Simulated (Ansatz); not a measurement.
`CC(C)[Si]Cl` + H₂ → `CC[Si]Cl` + CH₄ at 600 K and 1 bar (hydrogenolysis of a C–C bond).

Isolated molecules relaxed with PBE0-D4/def2-TZVP in Ansatz; ΔE leaves out vibrations. CCSD(T)/CBS is the MP2 limit (def2-TZVPP, def2-QZVPP) plus CCSD(T) − MP2 in def2-TZVPP, frozen cores. This one scheme is used for every species. Each species was taken in one conformer, which may not be the lowest.

```json
{"species": "`CC(C)[Si]Cl`", "CCSD(T)/CBS energy (Eh)": "-867.23764", "H − E (kJ/mol)": "311.7", "S (J/(mol·K))": "453.7"}
{"species": "H₂", "CCSD(T)/CBS energy (Eh)": "-1.17544", "H − E (kJ/mol)": "43.9", "S (J/(mol·K))": "150.8"}
{"species": "`CC[Si]Cl`", "CCSD(T)/CBS energy (Eh)": "-827.97738", "H − E (kJ/mol)": "223.6", "S (J/(mol·K))": "409.1"}
{"species": "CH₄", "CCSD(T)/CBS energy (Eh)": "-40.46206", "H − E (kJ/mol)": "140.4", "S (J/(mol·K))": "215.7"}
```

H − E and S are ideal-gas, rigid-rotor, harmonic terms from PBE0-D4/def2-TZVP, for one conformer and one mirror image of each species. The MP2-based limit puts H₂ 0.8 mEh under its directly extrapolated value; such offsets cancel only in part. 1 Eh = 2625.50 kJ/mol, R = 8.31446 J/(mol·K).

Problem. By hand: ΔE, ΔH, ΔS and ΔG.

Solution. ΔE = (-827.97738) + (-40.46206) − (-867.23764) − (-1.17544) = -0.02636 Eh = -69.2 kJ/mol. Δ(H − E) = 223.6 + 140.4 − 311.7 − 43.9 = 8.4, so ΔH = -60.8 kJ/mol. ΔS = 409.1 + 215.7 − 453.7 − 150.8 = 20.3 J/(mol·K). ΔG = -60.8 − 600 × (20.3)/1000 = -73.0 kJ/mol.

Problem. By hand: the equilibrium constant, and the temperature at which ΔG would vanish if ΔH and ΔS stayed fixed.

Solution. log₁₀ K = −ΔG/(RT ln 10) = 6.4. ΔH and −TΔS have one sign here, so there is no such temperature.

ΔH outweighs TΔS. A doubt of 5 kJ/mol in ΔE shifts log₁₀ K by 0.4 here. Other conformers and mirror images would add mixing entropy, several J/(mol·K) or more a flexible species. Modes under 60 cm⁻¹, often nearly free rotors, make the harmonic entropy too high. These are equilibria of isolated gas molecules and say nothing of rates. Largest T1 diagnostic: 0.012 (customary marks: 0.02 for closed shells, 0.045 for open ones).
